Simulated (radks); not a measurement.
Results of a calculation; reference values are marked as such.
The erbium ion Er2+, 66 electrons, occupied as [Xe] 4f11 5f1 (not the ground configuration). Level of theory: scalar-relativistic Kohn-Sham, PW91, spin-polarised, spherical densities, point nucleus; open shells are filled with parallel spins first (spin-orbit coupling, left out, can overturn this in heavy ions) (a radial shooting solver on a logarithmic mesh with Libxc functionals).

Local quantities along the radius. ELF = 1/(1 + alpha^2) is the electron localisation function; alpha = (tau - tau_W)/tau_unif compares the Pauli kinetic energy density with that of the uniform gas (summed over spins); -r V(r) is the screened charge that the Kohn-Sham potential of spin up presents (atomic units); r v_xc is r times the local exchange-correlation potential of spin up (hartree bohr). tau is taken from the large components.

r (bohr)	ELF	alpha	-r V(r)	r v_xc
0.001018	0.999	0.02369	67.65	-0.1247
0.001402	0.999	0.02496	67.49	-0.1444
0.00193	0.999	0.02737	67.27	-0.1717
0.002658	0.999	0.03158	66.97	-0.2076
0.003661	0.998	0.03890	66.56	-0.2527
0.005082	0.997	0.05261	65.99	-0.3081
0.006998	0.994	0.07890	65.24	-0.3686
0.009638	0.982	0.1360	64.25	-0.4299
0.01327	0.930	0.2753	62.94	-0.4835
0.01828	0.716	0.6302	61.25	-0.5216
0.02517	0.386	1.262	59.09	-0.5485
0.03466	0.369	1.308	56.40	-0.6104
0.04774	0.637	0.7544	53.13	-0.7674
0.06574	0.738	0.5964	49.16	-0.8859
0.09053	0.487	1.027	44.50	-0.9038
0.1257	0.378	1.284	39.11	-0.9587
0.1731	0.695	0.6621	33.47	-1.190
0.2383	0.614	0.7929	27.60	-1.185
0.3282	0.244	1.762	21.71	-1.056
0.452	0.657	0.7232	16.23	-1.372
0.6225	0.646	0.7407	11.40	-1.401
0.8572	0.347	1.372	7.848	-1.208
1.18	0.487	1.026	5.559	-1.162
1.626	0.605	0.8078	4.165	-1.035
2.239	0.238	1.787	3.329	-0.7058
3.083	0.005	13.99	2.925	-0.5190
4.28	0.014	8.359	2.834	-0.6114
5.894	0.025	6.286	2.804	-0.7254
8.117	0.010	10.03	2.466	-0.4524
11.18	0.001	33.93	2.598	-0.5972
15.39	0.000	410.8	2.014	-0.01437

On this mesh the ELF has minima near r = 0.030, 0.11, 0.33, 0.86 bohr, which separate the shells, and maxima near 0.066 (0.74), 0.20 (0.73), 0.53 (0.72), 1.6 (0.61).

Self-consistent cycle (total energy in hartree, residual of the potential): 1: -13073.53380, 1e+01; 2: -13084.56446, 5e+00; 3: -13086.42937, 9e-01; 4: -13086.19245, 1e+00; 5: -13086.51207, 2e-01; 6: -13086.52176, 1e-01; 7: -13086.52354, 2e-02; 8: -13086.52368, 4e-03; 9: -13086.52368, 1e-03; 10: -13086.52368, 7e-04; 11: -13086.52368, 1e-04; 12: -13086.52368, 2e-05; 13: -13086.52368, 7e-07; 14: -13086.52368, 5e-08; 15: -13086.52368, 3e-08; 16: -13086.52368, 3e-09.
